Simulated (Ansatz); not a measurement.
GaH$_{5}$Sn, SMILES `[GaH2][SnH3]`. The species carries charge 0 and has multiplicity 1. Sn: def2 effective core potential.

```xyz
7

Ga   -0.770   -1.271   -0.414
Sn    0.523    0.889    0.307
H     0.011   -2.619   -0.633
H    -2.324   -1.244   -0.651
H    -0.494    2.111    0.939
H     1.716    0.564    1.489
H     1.338    1.570   -1.037
```

Problem. List the harmonic frequencies (cm⁻¹, unscaled) at PBE0-D4/def2-TZVP in Ansatz. (An estimate is asked.)

Solution. Computed: 16i, 210, 290, 307, 449, 558, 659, 734, 736, 763, 1914, 1922, 1927, 1951, 1961.
